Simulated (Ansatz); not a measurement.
Ansatz (an electronic-structure program) input (CCSD(T)/cc-pV(T+d)Z):
A basis named .json is the Basis Set Exchange file of that set.

Ansatz 0.2 input:
```yaml
crystal:
  periodic: [false, false, false]
  atoms:
    - {symbol: Si, position_ang: [-0.00146862, 0.02772839, 0.01498437]}
    - {symbol: C, position_ang: [1.53236642, -1.02402465, -0.03883585]}
    - {symbol: C, position_ang: [-1.44023535, -0.71545909, -0.90117810]}
    - {symbol: O, position_ang: [-0.55574372, 0.22934555, 1.56305928]}
    - {symbol: O, position_ang: [0.46547118, 1.47504821, -0.64200789]}
    - {symbol: H, position_ang: [1.34616186, -2.00800871, 0.39602535]}
    - {symbol: H, position_ang: [2.34884590, -0.55662798, 0.51637081]}
    - {symbol: H, position_ang: [1.87187653, -1.16458856, -1.06705481]}
    - {symbol: H, position_ang: [-1.19356382, -0.87312365, -1.95298420]}
    - {symbol: H, position_ang: [-2.31595967, -0.06428147, -0.85190918]}
    - {symbol: H, position_ang: [-1.72131798, -1.67803708, -0.46909508]}
    - {symbol: H, position_ang: [0.05303436, 0.59411166, 2.21025778]}
    - {symbol: H, position_ang: [-0.19912252, 2.16411071, -0.71971927]}
basis:
  gaussian:
    orbitals: cc-pV_T+d_Z.json
magnetization: {spin_polarized: false}
correlation: {method: ccsd_t, electrons: outside_noble_gas}
```

Output:

```
Functional definition: HF
integrals: 2.00 GiB planned
1544 factors; integrals over basis functions are off by at most 9.2e-4 eV
mean field: 1.35 GiB planned
mean field evaluation 1: about -14125.1804 eV, gradient 5.3e1 eV
mean field evaluation 2: about -14125.3704 eV, gradient 5.3e1 eV
mean field evaluation 4: about -14130.8039 eV, gradient 4.2e0 eV
mean field evaluation 8: about -14130.8702 eV, gradient 2.2e-1 eV
mean field evaluation 16: about -14129.2391 eV, gradient 2.9e1 eV
mean field -14130.87046475 eV, -519.2999113316 hartree, gradient 3.8e-6 eV, S^2 0.000000; 0 other end points of the search recorded, 0 dependent functions left out
9 core orbitals not correlated
reference -14130.87046475 eV, -519.2999113316 hartree; 16, 16 occupied and 246, 246 virtual orbitals, 1544 factors
second order -26.24197928 eV of doubles, -0.00000000 eV of singles
coupled cluster: 4.55 GiB planned
cycle   1  -26.61432493 eV  change   -3.7e-1 eV  update   9.6e-2
cycle   2  -27.17243299 eV  change   -5.6e-1 eV  update   2.7e-2
cycle   3  -27.28539687 eV  change   -1.1e-1 eV  update   1.3e-2
cycle   4  -27.27466779 eV  change    1.1e-2 eV  update   2.6e-3
cycle   5  -27.27487380 eV  change   -2.1e-4 eV  update   1.1e-3
cycle   6  -27.27519806 eV  change   -3.2e-4 eV  update   2.9e-4
cycle   7  -27.27503187 eV  change    1.7e-4 eV  update   1.2e-4
cycle   8  -27.27501187 eV  change    2.0e-5 eV  update   3.4e-5
perturbative correction -0.98710645 eV, -0.0362754930 hartree
Total energy: -14159.13258307 eV, -520.3385250230 hartree
```
